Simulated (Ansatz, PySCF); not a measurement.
In(OH)2 (H2InO2), SMILES [In]([OH])[OH], multiplicity 2. Atoms are numbered in the order given.

```xyz
5

In     0.2304    -0.0433     0.0000
O     -0.7910     1.7061     0.0000
H     -1.7402     1.5215     0.0000
O     -0.9824    -1.6780     0.0000
H     -0.5173    -2.5227     0.0000
```
Charge 0, spin multiplicity 2.

Geometry optimised at B3LYP-D3(BJ)/def2-TZVP. The def2 effective core potentials stand for the cores of In; spin–orbit coupling is left out. One conformer was computed; it need not be the lowest.

Two levels are set side by side: PBE-D3(BJ)/def2-TZVP (Ansatz, an electronic-structure program) and B3LYP-D3(BJ)/def2-TZVP (Ansatz). Each level has its own optimised geometry; the coordinates shown are those of the second. Frequencies come from the Hessian of PySCF at each geometry. Differences are taken from unrounded values.

| quantity | B3LYP-D3(BJ) |
|---|---|
| mean bond length (Å) | 1.498 |
| bond In1–O2 (Å) | 2.026 |
| bond In1–O4 (Å) | 2.035 |
| bond O2–H3 (Å) | 0.967 |
| bond O4–H5 (Å) | 0.964 |
| highest harmonic wavenumber (cm⁻¹) | 3813 |
| mean harmonic wavenumber (cm⁻¹) | 1191 |
| zero-point energy (kcal/mol) | 15.33 |

### Question
What does PBE-D3(BJ) give, and how far is it from B3LYP-D3(BJ)? (The exact figures need the calculation; the answer reports its results.)

### Answer

```
quantity                            PBE-D3(BJ)  PBE-D3(BJ) minus B3LYP-D3(BJ)
----------------------------------  ----------  -----------------------------
mean bond length (Å)                     1.510                          0.012
bond In1–O2 (Å)                          2.041                          0.016
bond In1–O4 (Å)                          2.050                          0.014
bond O2–H3 (Å)                           0.977                          0.010
bond O4–H5 (Å)                           0.974                          0.009
highest harmonic wavenumber (cm⁻¹)        3707                           -106
mean harmonic wavenumber (cm⁻¹)           1158                            -33
zero-point energy (kcal/mol)             14.91                          -0.42
```

Exact exchange shortens and stiffens bonds; PBE has none. Differences between two approximate levels are no errors against the true value.
